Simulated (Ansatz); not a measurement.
H5AlNSi, SMILES `[NH2][Al-][SiH3]` (excited triplet) (charge -1, multiplicity 3). This triplet is an excited state, 1.15 eV above the relaxed singlet at the level frozen-core CCSD(T)/aug-cc-pVDZ // PBE0-D3(BJ)/def2-TZVPD (Ansatz, a first-principles code).

Method: B3LYP/aug-cc-pVTZ // PBE0-D3(BJ)/def2-TZVPD (Ansatz).

Ansatz 0.2 input:
```yaml
crystal:
  periodic: [false, false, false]
  atoms:
    - { symbol: N, position_ang: [-2.137508, -0.235177, 0.282252] }
    - { symbol: Al, position_ang: [-0.48485, -1.076191, 0.252991] }
    - { symbol: Si, position_ang: [1.573899, 0.249814, 0.084533] }
    - { symbol: H, position_ang: [-2.763041, -0.35254, -0.502601] }
    - { symbol: H, position_ang: [-2.686875, -0.261841, 1.129916] }
    - { symbol: H, position_ang: [1.915642, 1.240947, 1.180753] }
    - { symbol: H, position_ang: [2.767506, -0.670214, 0.086196] }
    - { symbol: H, position_ang: [1.815231, 1.105204, -1.14478] }
basis:
  gaussian: { orbitals: aug-cc-pVTZ }
hamiltonian:
  xc: b3lyp
total_charge: -1
magnetization:
  spin_polarized: true
  initial_magnetization: 2
```

Output:

```
Functional definition: B3LYP
1226 factors; their error is unknown
mean field evaluation 1: about -16044.1681 eV, gradient 3.1e1 eV
mean field evaluation 2: about -16031.8299 eV, gradient 5.7e1 eV
mean field evaluation 4: about -16048.4317 eV, gradient 2.7e0 eV
mean field evaluation 8: about -16048.4945 eV, gradient 5.8e-2 eV
mean field evaluation 16: about -16048.5323 eV, gradient 4.3e-4 eV
mean field evaluation 32: about -16047.6086 eV, gradient 6.6e-1 eV
mean field -16048.53232605 eV, -589.7726848963 hartree, gradient 2.8e-5 eV, S^2 2.003323; 8 other end points of the search recorded, 0 dependent functions left out
reference -16048.53262891 eV, -589.7726960264 hartree; 21, 19 occupied and 240, 242 virtual orbitals, 1226 factors
Total energy: -16048.53262891 eV, -589.7726960264 hartree
```
